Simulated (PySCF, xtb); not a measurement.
SiFI3, SMILES I[Si](I)(F)I.

Harmonic wavenumbers (cm⁻¹) from xtb with GFN2-xTB at its own minimum, in rising order: 64, 64, 106, 167, 167, 252, 484, 484, 857.

Question: What does B3LYP-D3(BJ)/def2-SVP (PySCF 2.14.0) give at its own minimum? (An estimate is asked for; the answer gives what the named calculation found.)

Answer: 73, 73, 117, 188, 188, 237, 436, 436, 902. Paired by order, the mean absolute difference is 25 cm⁻¹ and the zero-point energies are 3.8 and 3.8 kcal/mol.
